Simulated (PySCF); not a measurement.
C₄H₅BF₂, SMILES B1(F)C(C[C@H]1F)=C. Coordinates come from a PBE0-D3(BJ)/def2-SVP optimisation. The structure was generated by enumeration; whether it is a known compound was not checked.

Computed equilibrium geometry at PBE0-D3(BJ)/def2-SVP (PySCF confirms it by a frequency run) as a Z-matrix:
```
C
C 1 1.3369
H 2 1.0945 1 120.82
H 2 1.0961 3 116.80 1 179.78
C 1 1.5258 2 132.22 3 178.24
H 5 1.1020 1 117.64 2 -38.23
H 5 1.1038 6 108.45 1 -127.06
C 5 1.5530 6 116.89 7 -124.28
F 8 1.3680 5 116.92 6 98.41
H 8 1.1075 9 108.98 5 124.80
B 1 1.5611 2 139.28 3 5.96
F 11 1.3146 1 135.40 2 -25.24
```
Charge 0, spin multiplicity 1.
